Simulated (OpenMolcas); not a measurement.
## OpenMolcas run: Sm³⁺

Input:

```
&GATEWAY
Coord
1

Sm 0.0 0.0 0.0
Basis=ANO-RCC-VQZP
Group=XYZ
NoMove
AngMom=0.0 0.0 0.0
AMFI
RX2C
&SEWARD
* reference wave functions (RASSCF and RASSI steps not shown): 5 electrons in 7 orbitals (4f)
>>> COPY JOB001 $Project.JobIph
&CASPT2
Multistate=21 1 2 3 4 5 6 7 8 9 10 11 12 13 14 15 16 17 18 19 20 21
Frozen=14 9
IPEA=0.0
Sig1=0.3
MaxIter=60
WThr=0.0 0.3 0.05
PrWF=0.5
NoMix
>>> COPY JOB002 $Project.JobIph
&CASPT2
Multistate=108 1 2 3 4 5 6 7 8 9 10 11 12 13 14 15 16 17 18 19 20 21 22
23 24 25 26 27 28 29 30 31 32 33 34 35 36 37 38 39 40 41 42 43 44 45 46
47 48 49 50 51 52 53 54 55 56 57 58 59 60 61 62 63 64 65 66 67 68 69 70
71 72 73 74 75 76 77 78 79 80 81 82 83 84 85 86 87 88 89 90 91 92 93 94
95 96 97 98 99 100 101 102 103 104 105 106 107 108
NoMult
Frozen=14 9
IPEA=0.0
Sig1=0.3
MaxIter=60
WThr=0.0 0.3 0.05
PrWF=0.5
NoMix
>>> COPY JOB003 $Project.JobIph
&CASPT2
Multistate=63 1 2 3 4 5 6 7 8 9 10 11 12 13 14 15 16 17 18 19 20 21 22
23 24 25 26 27 28 29 30 31 32 33 34 35 36 37 38 39 40 41 42 43 44 45 46
47 48 49 50 51 52 53 54 55 56 57 58 59 60 61 62 63
Frozen=14 9
IPEA=0.0
Sig1=0.3
MaxIter=60
WThr=0.0 0.3 0.05
PrWF=0.5
NoMix
```

Launched by
```bash
OMP_NUM_THREADS=1 MOLCAS_MEM=2252 MOLCAS_PROJECT=a pymolcas a.inp > a.log  # once for each step of the input, in one work folder
```

Output, cut to the results:

```
--- CASPT2 ---
Orbital specifications:
      -----------------------

      Symmetry species                           1   2
                                                ag  au
      Frozen orbitals                           14   9
      Inactive orbitals                          1   3
      Active orbitals                            0   7
      Secondary orbitals                        51  55
      Deleted orbitals                           0   0
      Number of basis functions                 66  74
Type of calculation                        MS-CASPT2
      Fock operator                              state-specific
      IPEA shift                                 0.00
      Real shift                                 0.00
      Imaginary shift                            0.00
      Sigma^1 regularizer                        0.30
      The input orbitals will be transformed to quasi-canonical
Reference energy:      -10421.6530174417
      E2 (Non-variational):      -0.4282870503
      Shift correction:          -0.0004878172
      E2 (Variational):          -0.4287748674
      Total energy:          -10422.0817923092
      Residual norm:              0.0000006457
      Reference weight:           0.91463
      Contributions to the CASPT2 correlation energy
      Active & Virtual Only:         -0.0713885128
      One Inactive Excited:          -0.1748864403
      Two Inactive Excited:          -0.1820120972
Reference energy:      -10421.6530174417
      E2 (Non-variational):      -0.4282924716
      Shift correction:          -0.0005095877
      E2 (Variational):          -0.4288020593
      Total energy:          -10422.0818195010
      Residual norm:              0.0000006128
      Reference weight:           0.91460
      Contributions to the CASPT2 correlation energy
      Active & Virtual Only:         -0.0714046494
      One Inactive Excited:          -0.1748708098
      Two Inactive Excited:          -0.1820170124
::    CASPT2 Root  1     Total energy: -10422.08179231
::    CASPT2 Root  2     Total energy: -10422.08181950
::    CASPT2 Root  3     Total energy: -10422.08177540
::    CASPT2 Root  4     Total energy: -10422.08175576
::    CASPT2 Root  5     Total energy: -10422.08179317
::    CASPT2 Root  6     Total energy: -10422.08177752
::    CASPT2 Root  7     Total energy: -10422.08184343
::    CASPT2 Root  8     Total energy: -10422.08179285
::    CASPT2 Root  9     Total energy: -10422.08183929
::    CASPT2 Root 10     Total energy: -10422.08179178
::    CASPT2 Root 11     Total energy: -10422.08179255
::    CASPT2 Root 12     Total energy: -10422.05868733
::    CASPT2 Root 13     Total energy: -10422.05867191
::    CASPT2 Root 14     Total energy: -10422.05867970
::    CASPT2 Root 15     Total energy: -10422.05867511
::    CASPT2 Root 16     Total energy: -10422.05868331
::    CASPT2 Root 17     Total energy: -10422.05868505
::    CASPT2 Root 18     Total energy: -10422.05868364
::    CASPT2 Root 19     Total energy: -10421.96046246
::    CASPT2 Root 20     Total energy: -10421.96046246
::    CASPT2 Root 21     Total energy: -10421.96046246
::    MS-CASPT2 Root  1     Total energy: -10422.08252683
::    MS-CASPT2 Root  2     Total energy: -10422.08250407
::    MS-CASPT2 Root  3     Total energy: -10422.08225134
::    MS-CASPT2 Root  4     Total energy: -10422.08214860
::    MS-CASPT2 Root  5     Total energy: -10422.08192888
::    MS-CASPT2 Root  6     Total energy: -10422.08184554
::    MS-CASPT2 Root  7     Total energy: -10422.08180373
::    MS-CASPT2 Root  8     Total energy: -10422.08150003
::    MS-CASPT2 Root  9     Total energy: -10422.08141854
--- CASPT2 ---
Orbital specifications:
      -----------------------

      Symmetry species                           1   2
                                                ag  au
      Frozen orbitals                           14   9
      Inactive orbitals                          1   3
      Active orbitals                            0   7
      Secondary orbitals                        51  55
      Deleted orbitals                           0   0
      Number of basis functions                 66  74
Type of calculation                        SS-CASPT2
      Fock operator                              state-specific
      IPEA shift                                 0.00
      Real shift                                 0.00
      Imaginary shift                            0.00
      Sigma^1 regularizer                        0.30
      The input orbitals will be transformed to quasi-canonical
Reference energy:      -10421.5508281506
      E2 (Non-variational):      -0.4366329702
      Shift correction:          -0.0007051132
      E2 (Variational):          -0.4373380834
      Total energy:          -10421.9881662340
      Residual norm:              0.0000008196
      Reference weight:           0.91202
      Contributions to the CASPT2 correlation energy
      Active & Virtual Only:         -0.0790403791
      One Inactive Excited:          -0.1750451099
      Two Inactive Excited:          -0.1825474812
Reference energy:      -10421.5508281506
      E2 (Non-variational):      -0.4365775769
      Shift correction:          -0.0006939585
      E2 (Variational):          -0.4372715354
      Total energy:          -10421.9880996860
      Residual norm:              0.0000008246
      Reference weight:           0.91208
      Contributions to the CASPT2 correlation energy
      Active & Virtual Only:         -0.0790039573
      One Inactive Excited:          -0.1750280723
      Two Inactive Excited:          -0.1825455472
::    CASPT2 Root  1     Total energy: -10421.98816623
::    CASPT2 Root  2     Total energy: -10421.98809969
::    CASPT2 Root  3     Total energy: -10421.98802196
::    CASPT2 Root  4     Total energy: -10421.98790509
::    CASPT2 Root  5     Total energy: -10421.98798707
::    CASPT2 Root  6     Total energy: -10421.98805681
::    CASPT2 Root  7     Total energy: -10421.98816624
...
```

Levels above the lowest, from the spin-orbit matrix with the multistate effective Hamiltonian, averaged by term, added to it:

| Configuration | Term | J | E (cm-1) | g | Term weight % | Second |
| --- | --- | --- | --- | --- | --- | --- |
| 4f5 | 6H* | 5/2 | 0.0 | 0.296 | 96 | 4 4G*(1) |
| 4f5 | 6H* | 7/2 | 1125 | 0.829 | 97 | 2 4G*(1) |
| 4f5 | 6H* | 9/2 | 2450 | 1.071 | 98 |  |
| 4f5 | 6H* | 11/2 | 3900 | 1.201 | 98 |  |
| 4f5 | 6H* | 13/2 | 5430 | 1.279 | 98 |  |
| 4f5 | 6F* | 1/2 | 6550 | -0.652 | 97 | 3 4D* |
| 4f5 | 6F* | 3/2 | 6840 | 1.059 | 96 | 2 4D* |
| 4f5 | 6H* | 15/2 | 7010 | 1.329 | 96 | 4 4I* |
| 4f5 | 6F* | 5/2 | 7400 | 1.305 | 95 | 3 4F* |
| 4f5 | 6F* | 7/2 | 8320 | 1.390 | 95 | 3 4F* |
| 4f5 | 6F* | 9/2 | 9620 | 1.431 | 97 | 2 4F* |
| 4f5 | 6F* | 11/2 | 11100 | 1.452 | 98 | 2 4G*(2) |
| 4f5 | 4G*(1) | 5/2 | 19420 | 0.763 | 53 | 36 4F* |
| 4f5 | 4F* | 3/2 | 20040 | 0.412 | 98 |  |
| 4f5 | 4G*(1) | 7/2 | 21300 | 1.079 | 58 | 33 4F* |
| 4f5 | 4I* | 9/2 | 23180 | 0.741 | 97 | 2 4G*(1) |
| 4f5 | 4I* | 11/2 | 23560 | 0.934 | 82 | 17 4K* |
| 4f5 | 4F* | 5/2 | 23750 | 0.856 | 59 | 36 4G*(1) |
| 4f5 | 4M* | 15/2 | 23800 | 0.910 | 64 | 11 4I* |
| 4f5 | 4I* | 13/2 | 24110 | 1.054 | 66 | 22 4K* |
| 4f5 | 4G*(1) | 9/2 | 24250 | 1.189 | 71 | 22 4F* |
| 4f5 | 4I* | 15/2 | 25480 | 1.092 | 56 | 24 4M* |
| 4f5 | 4M* | 17/2 | 25730 | 0.984 | 85 | 9 4L* |
| 4f5 | 4F* | 7/2 | 26630 | 1.147 | 57 | 34 4G*(1) |

CASPT2 does not keep the components of a term degenerate, so their means are used; among the terms shown or strongly mixed into the levels shown the widest spread is 370 cm-1 (4f5 6H*). Blocks of more than 70 roots (2S+1 = 4 odd) ran without multistate coupling. High states are left out of the spin-orbit mixing, which shifts the levels that they would mix with. Terms from blocks run as CI alone lack orbitals of their own. Levels of configurations outside the active space are missing. The first state left out of the spin-orbit step lies near 39000 cm-1 above the lowest spin-free state of the reference (among the parities and spins computed), and the list stops at four fifths of that energy or lower. The table shows the lowest 24 of 38 levels.

The CASPT2 steps took 6.7 min on 1 thread of Intel(R) Xeon(R) Platinum 8488C (Sapphire Rapids) (shared host); the integral step is not counted.

The term weight is that of the spin-free term in the level, not the purity of its configuration. A number in round brackets counts repeated terms of one configuration in the order of the reference energies. * marks odd parity.
